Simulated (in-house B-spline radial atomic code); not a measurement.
Successive ionisation energies of lead; each step leads to the configuration of the next row (after the last: [He] 2s2 2p1/2(2) 2p3/2(3)). Dirac energy differences include first-order Breit, QED and recoil terms. NIST's values go from ground level to ground level; the uncertainty of those that are theory runs from under 0.1 % in few-electron ions to several per cent in heavy many-electron ones. Computed with a radial B-spline atomic code at the basis-set limit: Dirac-Hartree-Fock, jj configuration that fills j = l - 1/2 first, finite nuclei.

A number in brackets counts the electrons of a j subshell.

```
  ion               configuration  ionisation energy (eV)  tabulated value (eV)    tabulated kind  computed minus tabulated (eV)  highest orbital  largest mean radius (bohr)
Pb55+      [Ar] 3d3/2(4) 3d5/2(5)                  5560.8                  5555  tabulated theory                              6            3d5/2                      0.1744
Pb56+      [Ar] 3d3/2(4) 3d5/2(4)                  5708.6                  5703  tabulated theory                              6            3d5/2                     0.17353
Pb57+      [Ar] 3d3/2(4) 3d5/2(3)                  5858.1                  5862  tabulated theory                             -4            3d5/2                     0.17266
Pb58+      [Ar] 3d3/2(4) 3d5/2(2)                  6009.1                  6015  tabulated theory                             -6            3d5/2                      0.1718
Pb59+      [Ar] 3d3/2(4) 3d5/2(1)                  6161.6                  6162  tabulated theory                              0            3d5/2                     0.17095
Pb60+               [Ar] 3d3/2(4)                  6441.7                  6442  tabulated theory                              0            3d3/2                      0.1701
Pb61+               [Ar] 3d3/2(3)                  6600.8                  6597  tabulated theory                              4            3d3/2                     0.16918
Pb62+               [Ar] 3d3/2(2)                  6761.5                  6767  tabulated theory                             -6            3d3/2                     0.16826
Pb63+               [Ar] 3d3/2(1)                  6923.8                  6924  tabulated theory                              0            3d3/2                     0.16735
Pb64+                [Ne] 3s2 3p6                  7362.3                  7362  tabulated theory                              0            3p3/2                     0.16645
Pb65+  [Ne] 3s2 3p1/2(2) 3p3/2(3)                  7503.1                  7500  tabulated theory                              3            3p3/2                     0.16566
Pb66+  [Ne] 3s2 3p1/2(2) 3p3/2(2)                  7644.8                  7650  tabulated theory                             -5            3p3/2                     0.16494
Pb67+  [Ne] 3s2 3p1/2(2) 3p3/2(1)                       ?                     ?  tabulated theory                              ?                ?                           ?
Pb68+           [Ne] 3s2 3p1/2(2)                       ?                     ?  tabulated theory                              ?                ?                           ?
Pb69+           [Ne] 3s2 3p1/2(1)                  8680.0                  8680  tabulated theory                              0            3p1/2                     0.16057
Pb70+                    [Ne] 3s2                       ?                     ?  tabulated theory                              ?                ?                           ?
Pb71+                    [Ne] 3s1                  9150.6                  9150  tabulated theory                              1            3s1/2                     0.15939
Pb72+                [He] 2s2 2p6                 19593.8                 19590  tabulated theory                              4            2p3/2                    0.065848
```

(1) Fill in the row of Pb67+.

(2) Fill in the row of Pb68+.

(3) Fill in the row of Pb70+.

(4) Where is the largest jump?

## Answers

(1) ionisation energy (eV): 7787.5; tabulated value (eV): 7790; computed minus tabulated (eV): -2; highest orbital: 3p3/2; largest mean radius (bohr): 0.16421.

(2) ionisation energy (eV): 8517.5; tabulated value (eV): 8520; computed minus tabulated (eV): -2; highest orbital: 3p1/2; largest mean radius (bohr): 0.16114.

(3) ionisation energy (eV): 8997.7; tabulated value (eV): 9000; computed minus tabulated (eV): -2; highest orbital: 3s1/2; largest mean radius (bohr): 0.16001.

(4) From Pb71+ to Pb72+, by a factor of 2.14 (9150.6 to 19594 eV); the highest orbital goes from 3s1/2 to 2p3/2.
